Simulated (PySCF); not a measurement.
All values below come from PBE-D3(BJ)/def2-TZVP // CAM-B3LYP-D3(BJ)/def2-TZVP run with PySCF. Gas-phase values, no solvent. 

Reference species (SMILES): `B` (neutral, multiplicity 1).

* **HOMO–LUMO gap**: 5.44 eV
* **HOMO**: -8.48 eV

Changed species: `B(Cl)Cl` (2 of 3 H replaced by Cl; the reference has 0 of 3 H replaced by Cl).

Question: What does the change do to the HOMO–LUMO gap and HOMO?

Answer: the HOMO–LUMO gap decreases by 0.29 eV, to 5.15 eV; the HOMO rises by 0.65 eV, to -7.83 eV.
